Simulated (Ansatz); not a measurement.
Species: BNH₄, charge 1, doublet. BNH4+ (parent SMILES NB, doublet).
B3LYP-D3(BJ)/def2-TZVP minimum from Ansatz (an electronic-structure program):
```xyz
6

B     -0.8013     0.0372    -0.0132
N      0.6302    -0.0292     0.0104
H     -1.4449    -0.8068     0.5499
H     -1.3451     0.9362    -0.5960
H      1.2099     0.5396     0.6352
H      1.1751    -0.6502    -0.5957
```
Charge +1, spin multiplicity 2.

Total energies in aug-cc-pVDZ, 11 correlated electrons, 2 frozen orbitals. Open shells are spin-unrestricted; no spin-orbit coupling. Correlated methods leave the cores frozen. No relativity. The spin of H4BN+ (parent SMILES BN, doublet) was assumed, and the state is the lowest solution found for it.

| method | program | energy (Eh) | minus CCSDT(Q) (mEh) |
|---|---|---|---|
| HF | Ansatz | -81.16593 | 266.98 |
| MP2 | Ansatz | -81.38880 | 44.11 |
| CCSD | Ansatz | -81.42543 | 7.48 |
| CCSD(T) | Ansatz | -81.43164 | 1.27 |
| CCSDT(Q) | Ansatz | -81.43291 | 0.00 |

Rough core times of Ansatz's runs on a shared machine: CCSD(T) under 20 s, CCSDT(Q) 8 min.
